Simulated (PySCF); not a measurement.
C4H5Si, SMILES C1=C[SiH]C=C1, multiplicity 2. Atoms are numbered in the order given.

```xyz
10

C      0.0000     0.7338    -1.2461
C      0.0000     1.3704    -0.0167
Si     0.0000     0.0000     1.1901
C      0.0000    -1.3704    -0.0167
C      0.0000    -0.7338    -1.2461
H      0.0000     1.2849    -2.2011
H      0.0000     2.4607     0.1056
H      0.0000     0.0000     2.6835
H      0.0000    -2.4607     0.1056
H      0.0000    -1.2849    -2.2011
```
Charge 0, spin multiplicity 2.

Geometry optimised at PBE-D3(BJ)/def2-SVP. A frequency run showed that this geometry is not a minimum. The isomer is the one that the SMILES or the coordinates give; other isomers of the formula were not compared.

Computed with PBE/def2-TZVP run with PySCF.

ESP charges are fitted to the potential on shells at 1.4 to 2.0 van der Waals radii. Atomic charges (e):

```csv
atom,Löwdin,meta-Löwdin,ESP fit,Mulliken,Mulliken spin
C1,-0.17,-0.11,-0.08,-0.09,0.18
C2,-0.30,-0.40,(withheld),-0.24,0.00
Si3,0.41,0.54,(withheld),0.19,0.69
C4,-0.30,-0.40,(withheld),-0.24,0.00
C5,-0.17,-0.11,-0.08,-0.09,0.18
H6,0.14,0.12,0.13,0.11,-0.01
H7,0.13,0.14,0.19,0.12,0.00
H8,-0.02,-0.04,(withheld),0.01,-0.03
H9,0.13,0.14,0.19,0.12,0.00
H10,0.14,0.12,0.13,0.11,-0.01
```

Task: Complete the blanks. (The exact figures need the calculation; the answer reports its results.)

Result: 
- C2, ESP fit: -0.39
- Si3, ESP fit: 0.30
- C4, ESP fit: -0.39
- H8, ESP fit: 0.00

Computed Mayer and Wiberg (Löwdin basis) orders of the bonds:
```
bond    Mayer  Wiberg
------  -----  ------
C1–C2    1.67    1.82
C2–Si3   1.20    1.32
Si3–C4   1.20    1.32
C1–C5    1.18    1.35
C4–C5    1.67    1.82
C1–H6    0.94    0.84
C2–H7    0.94    0.86
Si3–H8   0.93    0.93
C4–H9    0.94    0.86
C5–H10   0.94    0.84
```
